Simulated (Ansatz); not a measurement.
Species: tin monoxide, SnO, charge 0, multiplicity 1. 
Structure (B3LYP-D3(BJ)/def2-TZVP (Ansatz, a quantum-chemistry and plane-wave program) minimum search):
```
Sn
O 1 1.8317
```
Charge 0, spin multiplicity 1.

### Question
Give the harmonic wavenumbers at B3LYP-D3(BJ)/def2-TZVP (Ansatz, finite differences of forces, unscaled).

### Answer
846 cm⁻¹. Zero-point energy 1.2 kcal/mol.

### Question
From these and the geometry, give the ideal-gas thermochemistry at 298.15 K and 1 atm (rigid rotor, harmonic oscillator).

### Answer
Point group C∞v, rotational symmetry number 1. Rotational constants 10.68, 10.68 GHz. S(trans) 40.61, S(rot) 14.64, S(vib) 0.17, S(elec, spin only) 0.00, S 55.4 cal/(mol K). H(298) - H(0) 2.12 kcal/mol; G - E(el) -13.2 kcal/mol.
